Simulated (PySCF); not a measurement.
Assigning NMR signals

Geometry (Å), atoms numbered from 1 in this order:
```xyz
24

C    -2.820    0.153   -0.085
C    -1.692    0.159   -0.781
C    -1.513    1.013   -1.999
C    -0.493   -0.645   -0.373
C    -0.758   -2.125   -0.004
Si    0.210   -1.961    1.631
C     0.141   -0.153    0.969
C     1.368    0.573    0.804
C     2.407    1.144    0.614
C     3.657    1.846    0.408
H    -3.668    0.751   -0.375
H    -2.947   -0.445    0.802
H    -1.301    0.391   -2.869
H    -2.402    1.606   -2.201
H    -0.665    1.684   -1.856
H     0.263   -0.590   -1.159
H    -1.820   -2.332    0.110
H    -0.375   -2.820   -0.749
H    -0.521   -2.218    2.873
H     1.541   -2.564    1.656
H    -0.569    0.469    1.522
H     4.456    1.135    0.193
H     3.921    2.410    1.303
H     3.568    2.539   -0.429
```

In vacuum, equivalent nuclei averaged, non-relativistic, single conformer. GFN2-xTB structure; shielding tensors at PBE0/pcSseg-1 (GIAO); PySCF.

Chemical shifts δ = σref − σ; 13C (σ = 186.93 ppm) and 1H (σ = 31.72 ppm) vs TMS, all at this level.

Task: Assign these signals to the numbered atoms. 13C{1H} NMR (computed): δ 170.2, 114.4, 88.8, 85.6, 50.5, 30.2, 29.7, 16.7, 5.4.

Result: 
```tsv
δ (ppm)	atoms	environment	reason
170.2	C2	fully substituted alkene carbon	–
114.4	C1	terminal =CH2 carbon	the olefinic region
88.8	C8	alkyne carbon	the triple bond shields along its axis, which puts it between sp3 and sp2 carbons
85.6	C9	alkyne carbon	–
50.5	C4	allylic sp3 CH	aliphatic region, no heteroatom directly attached
30.2	C7	propargylic sp3 CH bonded to Si	–
29.7	C3	allylic methyl carbon	saturated and bonded to C and H only
16.7	C5	sp3 CH2 bonded to Si	–
5.4	C10	propargylic methyl carbon	a saturated carbon with 1 carbon neighbour and no heteroatom attached
```

C7 and C3 lie closer than the usual error of such a calculation, so a measured spectrum could show them in the other order.

Task: Assign these signals to the numbered atoms. 1H NMR (300 MHz, computed): δ 5.31 (m, 1H), 5.21 (m, 1H), 4.87 (m, 1H), 4.57 (m, 1H), 2.75 (m, 1H), 2.45 (m, 1H), 2.08 (s, 3H), 2.01 (s, 3H), 1.85 (m, 1H), 1.44 (m, 1H).

Result: 
| δ (ppm) | atoms | environment | reason |
| --- | --- | --- | --- |
| 5.31 | H11 | hydrogen on a terminal =CH2 carbon | a vinylic proton, deshielded by the sp2 carbon and the C=C anisotropy |
| 5.21 | H12 | hydrogen on a terminal =CH2 carbon | – |
| 4.87 | H19 | hydrogen on a silicon bonded to 2 C, in a 4-membered ring | – |
| 4.57 | H20 | hydrogen on a silicon bonded to 2 C, in a 4-membered ring | – |
| 2.75 | H16 | hydrogen on an allylic sp3 CH | allylic position |
| 2.45 | H21 | hydrogen on a propargylic sp3 CH bonded to Si | – |
| 2.08 | H13/H14/H15 | hydrogen on an allylic methyl carbon | allylic position |
| 2.01 | H22/H23/H24 | hydrogen on a propargylic methyl carbon | – |
| 1.85 | H18 | hydrogen on an sp3 CH2 bonded to Si | – |
| 1.44 | H17 | hydrogen on an sp3 CH2 bonded to Si | – |

H11 and H12; H13/H14/H15 and H22/H23/H24 lie closer than the usual error of such a calculation, so a measured spectrum could show them in the other order.

Shifts are as computed. Against solution values, carbons near 30 ppm lie about +3 ppm off and those near 130 ppm about +5 ppm. Of 1211 compounds with measured shifts, 218 miss one by over three times the rms of a fit or turn the order of signals round; such compounds aren't used in these exercises. No couplings were computed; multiplicities are counted from neighbouring protons, with m where these are inequivalent, close in shift, in a saturated or five-membered ring or joined by F or P, and br s for small geminal =CH2 splittings.
